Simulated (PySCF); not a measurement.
# Electronic structure of Nb³⁶⁺ (niobium, charge +36) at the r2SCANh level

Configuration: [He] 2s2 2p1, 2P determinant. Computed with PySCF 2.14 in an uncontracted even-tempered set (19 s from 13 bohr⁻², ratio 2.2; 12 p from 16 bohr⁻², ratio 2.2; 6 d from 65 bohr⁻², ratio 2.4; 5 f from 97 bohr⁻², ratio 2.4; 4 g from 150 bohr⁻², ratio 2.4), with scalar relativity by spin-free X2C-1e.

```
Total energy                                                  : -2268.26 hartree
One-electron energy                                           : -2363.98 hartree
Hartree (Coulomb) energy                                      : 136.19 hartree
Exchange-correlation energy                                   : -40.47 hartree
⟨S²⟩                                                          : 0.7500
⟨L²⟩                                                          : 2.000
Sum of ⟨r⟩                                                    : 0.4942 bohr
Sum of ⟨r²⟩                                                   : 0.07442 bohr²
Traceless quadrupole moment −½Σ⟨3z² − r²⟩ along its main axis : -0.00776 e·bohr²
Time after the integrals                                      : of the order of 5 core-seconds
```

```
shell  electrons  mean orbital energy (eV)  rms radius, mean of both spins (bohr)
 1s α          1                  -21758.9                                 0.0412
 1s β          1                  -21745.2                                 0.0412
 2s α          1                   -5056.8                                  0.161
 2s β          1                   -5035.5                                  0.161
 2p α          1                   -4878.5                                  0.139
```

Spin-orbit coupling, absent here, splits the open shell strongly.

Densities and radii are taken from the X2C orbitals without a picture-change correction, which distorts them close to the nucleus.
